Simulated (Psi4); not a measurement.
Computed with SAPT0/jun-cc-pVDZ, frozen core (Psi4).

Psi4 input:

```
molecule {
0 1
O 0.77598179 -0.55410735 -0.19996540
C -0.42179882 0.02503740 -0.01114458
O -0.59542245 1.11445520 0.45278507
H 1.45688738 0.06837938 0.10581462
H -1.21564791 -0.65376462 -0.34748972
--
0 1
Si 3.26553346 2.74855759 0.58102208
O 2.07953234 1.61258874 0.76499499
H 3.03476206 3.59093529 -0.61893286
H 4.52547022 1.99508739 0.42995672
H 3.35232488 3.64480363 1.76083425
H 1.17339601 1.90793770 0.87899791
units angstrom
symmetry c1
no_reorient
no_com
}
set basis jun-cc-pvdz
set scf_type df
set freeze_core true
energy('sapt0')
```

Part of the output:

```
    SAPT Results
  --------------------------------------------------------------------------------------------------------
    Electrostatics                -33.04060257 [mEh]     -20.73329113 [kcal/mol]     -86.74809009 [kJ/mol]
      Elst10,r                    -33.04060257 [mEh]     -20.73329113 [kcal/mol]     -86.74809009 [kJ/mol]

    Exchange                       32.55647754 [mEh]      20.42949809 [kcal/mol]      85.47702001 [kJ/mol]
      Exch10                       32.55647754 [mEh]      20.42949809 [kcal/mol]      85.47702001 [kJ/mol]
      Exch10(S^2)                  32.20316821 [mEh]      20.20779314 [kcal/mol]      84.54940649 [kJ/mol]

    Induction                     -10.56238569 [mEh]      -6.62799709 [kcal/mol]     -27.73153981 [kJ/mol]
      Ind20,r                     -16.19858772 [mEh]     -10.16476726 [kcal/mol]     -42.52938620 [kJ/mol]
      Exch-Ind20,r                  9.76956791 [mEh]       6.13049642 [kcal/mol]      25.64999700 [kJ/mol]
      delta HF,r (2)               -4.13336588 [mEh]      -2.59372625 [kcal/mol]     -10.85215061 [kJ/mol]

    Dispersion                     -6.36751824 [mEh]      -3.99567802 [kcal/mol]     -16.71791683 [kJ/mol]
      Disp20                       -8.17170496 [mEh]      -5.12782228 [kcal/mol]     -21.45480843 [kJ/mol]
      Exch-Disp20                   1.80418673 [mEh]       1.13214426 [kcal/mol]       4.73689160 [kJ/mol]
      Disp20 (SS)                  -4.08585248 [mEh]      -2.56391114 [kcal/mol]     -10.72740421 [kJ/mol]
      Disp20 (OS)                  -4.08585248 [mEh]      -2.56391114 [kcal/mol]     -10.72740421 [kJ/mol]
      Exch-Disp20 (SS)              1.02160992 [mEh]       0.64106990 [kcal/mol]       2.68223648 [kJ/mol]
      Exch-Disp20 (OS)              0.78257681 [mEh]       0.49107436 [kcal/mol]       2.05465512 [kJ/mol]

  Total HF                        -11.04651071 [mEh]      -6.93179013 [kcal/mol]     -29.00260989 [kJ/mol]
  Total SAPT0                     -17.41402895 [mEh]     -10.92746814 [kcal/mol]     -45.72052672 [kJ/mol]
```
